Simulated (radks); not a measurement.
Coulomb parameter of the 4f shell of the erbium ion Er3+ in the model configuration [Xe] 4f10 5d1, as a second difference U = [E(n + 0.5) + E(n - 0.5) - 2 E(n)] / (0.5)^2 with all orbitals relaxed. "Bare": the charge of the atom changes with n. "Screened": the 5d shell takes up the change at fixed total charge, which measures U(4f,4f) + U(5d,5d) - 2 U(4f,5d). Method: scalar-relativistic Kohn-Sham, LDA (Slater exchange, Perdew-Wang correlation), spin-unpolarised, spherical densities, finite nucleus; Fermi nuclear charge, rms radius 5.2516 fm; computed with a radial shooting solver on a logarithmic mesh with Libxc functionals.

case	configuration	E - E(n) (eV)
start	[Xe] 4f10 5d1	0.000
bare +0.5	[Xe] 4f10.5 5d1	-19.142
bare -0.5	[Xe] 4f9.5 5d1	24.264
screened +0.5	[Xe] 4f10.5 5d0.5	-7.340
screened -0.5	[Xe] 4f9.5 5d1.5	8.813

U(bare) = 20.487 eV, U(screened by 5d) = 5.894 eV, against the Slater integral F0(4f,4f) = 34.487 eV with frozen orbitals.
